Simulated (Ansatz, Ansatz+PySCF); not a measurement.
```yaml
atoms:
  - { symbol: H, position_ang: [-0.2369, 0.2429, 0.1782] }
  - { symbol: C, position_ang: [0.3214, 0.5904, 1.0384] }
  - { symbol: C, position_ang: [1.0814, 0.4803, 2.0005] }
  - { symbol: O, position_ang: [1.7490, 0.5221, 2.9359] }
```

Basis set: def2-SVP (spherical functions). Left uncorrelated: 3 orbitals. Charge 0, multiplicity 2.

Computed with Ansatz (development build ahead of 0.2.0); each method stands on the lowest determinant of its kind that the runs found.

(1) Give the atomization energy at this shape (free ground-state atoms in the same class of orbitals less the molecule, no zero-point energy) of doublet C₂HO by PBE0 (unrestricted), UHF-MP2, UHF.

## Answers

(1)

```csv
method,atomization energy
PBE0 (unrestricted),1798.3 kJ/mol
UHF-MP2,1700.0 kJ/mol
UHF,1189.0 kJ/mol
```

Caution: the shape is not the minimum.
